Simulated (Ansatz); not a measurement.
C₄H₁₀Cl₂InN (`CC(C)(C)[NH][In]([Cl])[Cl]`). The species carries charge 0 and has multiplicity 1. In takes the def2 core potential. The structure was optimised at the PBE0-D4/def2-TZVP level. It is one conformer, not always the lowest.

```xyz
18

C     0.395    0.431   -1.453
C     0.378    0.234    0.063
C     0.943   -1.137    0.411
C     1.218    1.320    0.731
N    -0.975    0.335    0.614
In   -2.479   -0.915    0.188
Cl   -2.302   -3.077   -0.612
Cl   -4.630   -0.251    0.734
H    -0.046    1.395   -1.721
H     1.412    0.399   -1.852
H    -0.181   -0.358   -1.947
H     0.947   -1.284    1.493
H     1.966   -1.238    0.042
H     0.353   -1.938   -0.045
H     2.252    1.278    0.382
H     1.210    1.195    1.815
H     0.827    2.314    0.495
H    -1.288    1.297    0.664
```

(1) What is the dipole moment at B3LYP/def2-TZVPP? (Best estimate.)

(2) And with PBE, r2SCAN, ωB97M-V? (Best estimate.)

(3) Give the Mulliken charges with B3LYP, r2SCAN, PBE in def2-TZVPP. (Estimate.)

## Answers

(1) The calculation gave: 3.71 D, with components (3.05, 2.08, -0.32) D in this frame, pointing from negative to positive charge.

(2) Ansatz gave: PBE 3.75 D, r2SCAN 3.83 D, ωB97M-V 3.56 D.

(3) Ansatz gave: 
```json
{"atom": "C1", "B3LYP": "-0.29", "r2SCAN": "-0.20", "PBE": "-0.27"}
{"atom": "C2", "B3LYP": "0.31", "r2SCAN": "0.41", "PBE": "0.29"}
{"atom": "C3", "B3LYP": "-0.30", "r2SCAN": "-0.22", "PBE": "-0.28"}
{"atom": "C4", "B3LYP": "-0.28", "r2SCAN": "-0.19", "PBE": "-0.27"}
{"atom": "N5", "B3LYP": "-0.40", "r2SCAN": "-0.45", "PBE": "-0.35"}
{"atom": "In6", "B3LYP": "0.81", "r2SCAN": "0.81", "PBE": "0.71"}
{"atom": "Cl7", "B3LYP": "-0.35", "r2SCAN": "-0.36", "PBE": "-0.33"}
{"atom": "Cl8", "B3LYP": "-0.36", "r2SCAN": "-0.37", "PBE": "-0.34"}
{"atom": "H9", "B3LYP": "0.08", "r2SCAN": "0.05", "PBE": "0.08"}
{"atom": "H10", "B3LYP": "0.08", "r2SCAN": "0.04", "PBE": "0.07"}
{"atom": "H11", "B3LYP": "0.08", "r2SCAN": "0.05", "PBE": "0.08"}
{"atom": "H12", "B3LYP": "0.09", "r2SCAN": "0.06", "PBE": "0.09"}
{"atom": "H13", "B3LYP": "0.08", "r2SCAN": "0.05", "PBE": "0.07"}
{"atom": "H14", "B3LYP": "0.08", "r2SCAN": "0.06", "PBE": "0.08"}
{"atom": "H15", "B3LYP": "0.08", "r2SCAN": "0.04", "PBE": "0.07"}
{"atom": "H16", "B3LYP": "0.10", "r2SCAN": "0.06", "PBE": "0.09"}
{"atom": "H17", "B3LYP": "0.07", "r2SCAN": "0.04", "PBE": "0.07"}
{"atom": "H18", "B3LYP": "0.12", "r2SCAN": "0.14", "PBE": "0.13"}
```

B3LYP here is the variant with VWN-RPA as its local correlation; programs differ in this.
